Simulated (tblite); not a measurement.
Compound: C5H9F3SeSi.
Numbering: `[F:1][C:2]([F:3])([F:4])[C@@H:5]1[CH2:6][SiH2:7][CH2:8][C@@H:9]1[SeH:10]` (hydrogens: H11 on C5; H12, H13 on C6; H14, H15 on Si7; H16, H17 on C8; H18 on C9; H19 on Se10)

Computed with GFN2-xTB (tblite), gas phase: L-BFGS steps from a force-field or distance-geometry start until the largest atomic force falls under 0.01 eV/Å.

Step 10: E = -936.2875 eV
```
atom  x, y, z in Å  |  force x, y, z in eV/Å
F1     -1.0060   -1.6179   -1.8936    0.005  -0.017   0.018
C2     -1.3467   -1.6100   -0.5974    0.033   0.092   0.056
F3     -1.0014   -2.8062   -0.0996   -0.006  -0.054  -0.014
F4     -2.6892   -1.5505   -0.5514   -0.018  -0.084  -0.085
C5     -0.7403   -0.4588    0.1810    0.074   0.107   0.088
C6     -1.0439    0.8817   -0.4878    0.075   0.084   0.029
Si7     0.2316    2.0943    0.2738   -0.037  -0.152  -0.025
C8      1.2696    0.6892    1.0623   -0.040   0.026  -0.063
C9      0.7599   -0.6043    0.4273    0.089  -0.013  -0.002
Se10    1.7640   -1.0161   -1.2544   -0.034   0.011   0.002
H11    -1.2217   -0.4904    1.1659   -0.059   0.014   0.030
H12    -0.9095    0.7941   -1.5676    0.066  -0.008   0.027
H13    -2.0849    1.1524   -0.3217    0.017   0.029  -0.006
H14     0.9574    2.8411   -0.7561   -0.048  -0.028   0.089
H15    -0.3759    2.9263    1.3187    0.045  -0.009  -0.085
H16     2.3427    0.7999    0.9018   -0.049  -0.012   0.017
H17     1.1232    0.6384    2.1439   -0.044   0.009  -0.049
H18     0.9502   -1.4759    1.0601   -0.004  -0.044   0.069
H19     3.0111   -1.1780   -0.5184   -0.065   0.048  -0.097
```

Step 11: E = -936.2915 eV
```
atom  x, y, z in Å  |  force x, y, z in eV/Å
F1     -0.9991   -1.6140   -1.8897    0.006  -0.012   0.002
C2     -1.3440   -1.6070   -0.5946    0.010   0.010   0.022
F3     -0.9961   -2.8043   -0.0988   -0.035  -0.035  -0.010
F4     -2.6867   -1.5495   -0.5559   -0.015  -0.098  -0.064
C5     -0.7417   -0.4576    0.1847    0.082   0.090   0.082
C6     -1.0453    0.8789   -0.4886    0.070   0.116   0.023
Si7     0.2310    2.0874    0.2728   -0.015  -0.035  -0.017
C8      1.2711    0.6866    1.0622   -0.040   0.029  -0.031
C9      0.7573   -0.6056    0.4291    0.145  -0.021   0.003
Se10    1.7552   -1.0179   -1.2551   -0.070   0.014  -0.043
H11    -1.2223   -0.4878    1.1686   -0.080   0.012   0.057
H12    -0.9037    0.7884   -1.5680    0.037  -0.001   0.048
H13    -2.0873    1.1504   -0.3239    0.051   0.024  -0.030
H14     0.9550    2.8461   -0.7494   -0.040  -0.048   0.068
H15    -0.3715    2.9314    1.3113    0.035  -0.033  -0.071
H16     2.3459    0.7960    0.9056   -0.088  -0.017   0.013
H17     1.1196    0.6372    2.1438   -0.030   0.011  -0.060
H18     0.9490   -1.4767    1.0620   -0.012  -0.050   0.067
H19     3.0038   -1.1727   -0.5290   -0.011   0.043  -0.060
```

Step 12: E = -936.2950 eV
```
atom  x, y, z in Å  |  force x, y, z in eV/Å
F1     -0.9929   -1.6109   -1.8860    0.014   0.002  -0.007
C2     -1.3414   -1.6039   -0.5915   -0.012  -0.061  -0.012
F3     -0.9923   -2.8031   -0.0985   -0.049  -0.007   0.002
F4     -2.6845   -1.5506   -0.5612   -0.002  -0.088  -0.034
C5     -0.7416   -0.4551    0.1893    0.046   0.027   0.053
C6     -1.0452    0.8783   -0.4889    0.047   0.082   0.017
Si7     0.2303    2.0809    0.2716    0.020   0.083   0.002
C8      1.2718    0.6846    1.0616   -0.026   0.016   0.004
C9      0.7573   -0.6071    0.4309    0.119  -0.028   0.016
Se10    1.7462   -1.0193   -1.2566   -0.089   0.013  -0.076
H11    -1.2244   -0.4852    1.1720   -0.072   0.017   0.061
H12    -0.8978    0.7833   -1.5673    0.016   0.008   0.054
H13    -2.0883    1.1491   -0.3265    0.072   0.024  -0.045
H14     0.9521    2.8496   -0.7421   -0.017  -0.050   0.028
H15    -0.3669    2.9353    1.3032    0.017  -0.041  -0.040
H16     2.3471    0.7923    0.9092   -0.086  -0.009   0.005
H17     1.1158    0.6364    2.1425   -0.022   0.015  -0.049
H18     0.9478   -1.4783    1.0651   -0.010  -0.040   0.053
H19     2.9971   -1.1671   -0.5397    0.035   0.040  -0.033
```

Problem. Estimate the geometry and energy of step 13. (The exact step hangs on the optimiser's Hessian estimate; all steps are aligned on step 12, rigid shifts and turns removed.)

Solution. E = -936.2974 eV, largest force 0.133 eV/Å
```
atom  x, y, z in Å  |  force x, y, z in eV/Å
F1     -0.9887   -1.6090   -1.8837    0.021   0.013  -0.008
C2     -1.3396   -1.6024   -0.5895   -0.020  -0.079  -0.026
F3     -0.9908   -2.8026   -0.0983   -0.044   0.005   0.014
F4     -2.6831   -1.5532   -0.5655    0.006  -0.066  -0.009
C5     -0.7406   -0.4529    0.1935   -0.006  -0.035   0.019
C6     -1.0440    0.8794   -0.4886    0.028   0.014   0.019
Si7     0.2301    2.0778    0.2709    0.045   0.124   0.019
C8      1.2715    0.6838    1.0610   -0.014  -0.001   0.021
C9      0.7593   -0.6086    0.4324    0.035  -0.030   0.025
Se10    1.7389   -1.0199   -1.2590   -0.073   0.008  -0.073
H11    -1.2271   -0.4832    1.1752   -0.043   0.021   0.041
H12    -0.8935    0.7802   -1.5659    0.012   0.014   0.044
H13    -2.0877    1.1488   -0.3291    0.071   0.029  -0.044
H14     0.9499    2.8509   -0.7368    0.015  -0.031  -0.020
H15    -0.3636    2.9371    1.2972   -0.006  -0.027   0.001
H16     2.3463    0.7898    0.9117   -0.050   0.006  -0.002
H17     1.1128    0.6361    2.1408   -0.022   0.017  -0.021
H18     0.9468   -1.4802    1.0682    0.001  -0.021   0.034
H19     2.9931   -1.1626   -0.5477    0.045   0.040  -0.032
```

The energy changes by -0.0024 eV. The first-order estimate −F·Δx gives -0.0034 eV and the mean of the old and new forces, exact on a quadratic surface, -0.0023 eV. The step makes an angle of 62° with the force vector and moves no atom by more than 0.010 Å.

The cost below is that of the whole relaxation. On Arm Neoverse N1, one thread, shared host with 64 logical CPUs at a one-minute load of 60, this took 1.4 s wall.
